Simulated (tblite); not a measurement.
Compound: C₄H₈F₃NSi.
Atom-mapped SMILES: `[F:1][C:2]([F:3])([F:4])[Si@@H:5]1[CH2:6][CH2:7][CH2:8][NH:9]1` (hydrogens: H10 on Si5; H11, H12 on C6; H13, H14 on C7; H15, H16 on C8; H17 on N9)

Computed with GFN2-xTB (tblite), gas phase: Langevin dynamics at 400 K from the optimised GFN2-xTB geometry, time step 0.5 fs, friction 0.01 fs⁻¹, 2000 steps.

Start geometry:
```
atom  x, y, z in Å
F1      2.496    1.553   -0.080
C2      2.503    0.233    0.184
F3      3.378   -0.318   -0.681
F4      3.067    0.102    1.404
Si5     0.761   -0.617    0.111
C6     -0.374   -0.143   -1.325
C7     -1.737   -0.201   -0.635
C8     -1.609    0.409    0.762
N9     -0.262    0.140    1.241
H10     1.061   -2.049    0.237
H11    -0.175    0.865   -1.687
H12    -0.346   -0.812   -2.180
H13    -2.032   -1.246   -0.537
H14    -2.506    0.317   -1.210
H15    -2.353   -0.022    1.439
H16    -1.770    1.492    0.726
H17    -0.109    0.308    2.221
```

The statistics below take the 31 frames saved every 25 fs from 250 to 1000 fs; their kinetic temperature (all 3N coordinates) averages 380 K.

**Question.** Give the mean, spread and extremes of the bond lengths.

**Answer.** 
```json
{"bond": "F1–C2", "start (Å)": "1.346", "mean (Å)": "1.354", "standard deviation (Å)": "0.030", "shortest (Å)": "1.303", "longest (Å)": "1.442"}
{"bond": "C2–F3", "start (Å)": "1.348", "mean (Å)": "1.356", "standard deviation (Å)": "0.035", "shortest (Å)": "1.293", "longest (Å)": "1.429"}
{"bond": "C2–F4", "start (Å)": "1.351", "mean (Å)": "1.354", "standard deviation (Å)": "0.036", "shortest (Å)": "1.280", "longest (Å)": "1.429"}
{"bond": "C2–Si5", "start (Å)": "1.940", "mean (Å)": "1.948", "standard deviation (Å)": "0.063", "shortest (Å)": "1.782", "longest (Å)": "2.076"}
{"bond": "Si5–C6", "start (Å)": "1.890", "mean (Å)": "1.891", "standard deviation (Å)": "0.052", "shortest (Å)": "1.820", "longest (Å)": "1.984"}
{"bond": "C6–C7", "start (Å)": "1.529", "mean (Å)": "1.529", "standard deviation (Å)": "0.033", "shortest (Å)": "1.456", "longest (Å)": "1.598"}
{"bond": "C7–C8", "start (Å)": "1.530", "mean (Å)": "1.544", "standard deviation (Å)": "0.031", "shortest (Å)": "1.482", "longest (Å)": "1.595"}
{"bond": "C8–N9", "start (Å)": "1.454", "mean (Å)": "1.463", "standard deviation (Å)": "0.023", "shortest (Å)": "1.419", "longest (Å)": "1.515"}
{"bond": "Si5–N9", "start (Å)": "1.701", "mean (Å)": "1.708", "standard deviation (Å)": "0.026", "shortest (Å)": "1.660", "longest (Å)": "1.749"}
{"bond": "Si5–H10", "start (Å)": "1.469", "mean (Å)": "1.479", "standard deviation (Å)": "0.048", "shortest (Å)": "1.392", "longest (Å)": "1.582"}
{"bond": "C6–H11", "start (Å)": "1.090", "mean (Å)": "1.095", "standard deviation (Å)": "0.025", "shortest (Å)": "1.036", "longest (Å)": "1.150"}
{"bond": "C6–H12", "start (Å)": "1.086", "mean (Å)": "1.098", "standard deviation (Å)": "0.046", "shortest (Å)": "1.017", "longest (Å)": "1.215"}
{"bond": "C7–H13", "start (Å)": "1.091", "mean (Å)": "1.096", "standard deviation (Å)": "0.024", "shortest (Å)": "1.048", "longest (Å)": "1.132"}
{"bond": "C7–H14", "start (Å)": "1.090", "mean (Å)": "1.094", "standard deviation (Å)": "0.026", "shortest (Å)": "1.041", "longest (Å)": "1.137"}
{"bond": "C8–H15", "start (Å)": "1.094", "mean (Å)": "1.094", "standard deviation (Å)": "0.032", "shortest (Å)": "1.033", "longest (Å)": "1.174"}
{"bond": "C8–H16", "start (Å)": "1.096", "mean (Å)": "1.108", "standard deviation (Å)": "0.038", "shortest (Å)": "1.042", "longest (Å)": "1.174"}
{"bond": "N9–H17", "start (Å)": "1.006", "mean (Å)": "1.016", "standard deviation (Å)": "0.048", "shortest (Å)": "0.935", "longest (Å)": "1.117"}
```

**Question.** Give the same statistics for bond angles, one of each kind among heavy atoms.

**Answer.** 
```csv
angle,start (°),mean (°),standard deviation (°),smallest (°),largest (°)
F1–C2–F3,106.2,106.1,4.0,99.5,114.1
F1–C2–Si5,114.7,115.3,5.0,105.1,125.3
F3–C2–Si5,112.3,110.6,4.9,102.0,120.2
C2–Si5–C6,117.2,116.5,6.6,103.3,130.3
C2–Si5–N9,108.7,110.5,5.8,100.1,120.9
C6–Si5–N9,91.8,92.3,3.0,86.8,97.9
Si5–C6–C7,100.6,100.8,2.8,94.2,107.1
C6–C7–C8,108.8,109.0,3.5,103.8,117.7
C7–C8–N9,107.7,107.9,3.1,102.3,116.7
Si5–N9–C8,114.9,113.6,3.0,106.9,118.1
```

**Question.** How far does each atom move about its mean position (frames aligned on the start, all atoms weighted alike), and what rms force does it feel?

**Answer.** 
```json
{"atom": "F1", "rms displacement (Å)": "0.29", "rms force (eV/Å)": "1.15"}
{"atom": "C2", "rms displacement (Å)": "0.10", "rms force (eV/Å)": "2.00"}
{"atom": "F3", "rms displacement (Å)": "0.35", "rms force (eV/Å)": "1.29"}
{"atom": "F4", "rms displacement (Å)": "0.35", "rms force (eV/Å)": "1.31"}
{"atom": "Si5", "rms displacement (Å)": "0.14", "rms force (eV/Å)": "2.09"}
{"atom": "C6", "rms displacement (Å)": "0.13", "rms force (eV/Å)": "2.19"}
{"atom": "C7", "rms displacement (Å)": "0.10", "rms force (eV/Å)": "1.95"}
{"atom": "C8", "rms displacement (Å)": "0.09", "rms force (eV/Å)": "1.90"}
{"atom": "N9", "rms displacement (Å)": "0.20", "rms force (eV/Å)": "2.18"}
{"atom": "H10", "rms displacement (Å)": "0.25", "rms force (eV/Å)": "0.86"}
{"atom": "H11", "rms displacement (Å)": "0.25", "rms force (eV/Å)": "1.01"}
{"atom": "H12", "rms displacement (Å)": "0.27", "rms force (eV/Å)": "1.45"}
{"atom": "H13", "rms displacement (Å)": "0.25", "rms force (eV/Å)": "0.88"}
{"atom": "H14", "rms displacement (Å)": "0.23", "rms force (eV/Å)": "0.95"}
{"atom": "H15", "rms displacement (Å)": "0.27", "rms force (eV/Å)": "1.12"}
{"atom": "H16", "rms displacement (Å)": "0.28", "rms force (eV/Å)": "1.24"}
{"atom": "H17", "rms displacement (Å)": "0.26", "rms force (eV/Å)": "1.92"}
```

The displacements run from 0.09 to 0.35 Å.

**Question.** Follow the torsion F1–C2–Si5–C6 through every second one of these frames.

**Answer.** 
```json
{"t (fs)": "250", "F1–C2–Si5–C6 (°)": "43"}
{"t (fs)": "300", "F1–C2–Si5–C6 (°)": "60"}
{"t (fs)": "350", "F1–C2–Si5–C6 (°)": "52"}
{"t (fs)": "400", "F1–C2–Si5–C6 (°)": "45"}
{"t (fs)": "450", "F1–C2–Si5–C6 (°)": "46"}
{"t (fs)": "500", "F1–C2–Si5–C6 (°)": "50"}
{"t (fs)": "550", "F1–C2–Si5–C6 (°)": "42"}
{"t (fs)": "600", "F1–C2–Si5–C6 (°)": "35"}
{"t (fs)": "650", "F1–C2–Si5–C6 (°)": "44"}
{"t (fs)": "700", "F1–C2–Si5–C6 (°)": "45"}
{"t (fs)": "750", "F1–C2–Si5–C6 (°)": "41"}
{"t (fs)": "800", "F1–C2–Si5–C6 (°)": "37"}
{"t (fs)": "850", "F1–C2–Si5–C6 (°)": "28"}
{"t (fs)": "900", "F1–C2–Si5–C6 (°)": "5"}
{"t (fs)": "950", "F1–C2–Si5–C6 (°)": "19"}
{"t (fs)": "1000", "F1–C2–Si5–C6 (°)": "9"}
```

Largest departure from the start value over all these frames: F1–C2–Si5–C6 38° (start 43°).

**Question.** How widely does the potential energy scatter, against a harmonic estimate?

**Answer.** Mean 0.76 eV above the start, standard deviation 0.171 eV, range 0.51 to 1.22 eV. For 45 classical harmonic modes at 400 K the canonical values are 45kT/2 = 0.78 eV and kT·√(45/2) = 0.164 eV.

The run is classical and short, so these are rough statistics of one trajectory.

The cost below is that of the whole dynamics run. Time: 15 s of wall time; peak memory 0.18 GiB. Hardware: one thread of an AMD EPYC 9R14, shared host.
